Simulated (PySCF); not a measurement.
## Excitation energy of Kr by level of theory

Kr [Kr] (1S) → Kr [Ar] 3d10 4s1 4p6 5p1 (3P), as a difference of total energies. All numbers are calculated (PySCF 2.14, scalar relativity through the core potential, in aug-cc-pVQZ-PP with one added diffuse shell each of s, p, d, f, g type with ECP10MDF (8s7p6d4f3g, 114 functions)). Correlated levels: valence: 3s2 3p6 3d10 frozen. The calculations carry no spin-orbit coupling.

```csv
method,excitation energy (eV)
UHF,28.465
LDA,25.934
PBE,25.614
PBE0,26.582
r2SCAN,26.588
BP86,25.700
BHandHLYP,27.510
MN15,26.175
MP2 (valence),27.160
SCS-MP2 (valence),26.869
```

Task: How much does correlation contribute at MP2 (valence)?

Result: 27.160 − (28.465) = -1.305 eV, measured against UHF.

The upper state lies above the first ionisation limit, where it may autoionise and the basis confines it. A Rydberg-like electron needs more diffuse functions than a valence basis has.

The promoted electron is Rydberg-like, and one or two diffuse shells describe it only roughly, which tends to raise the upper state.
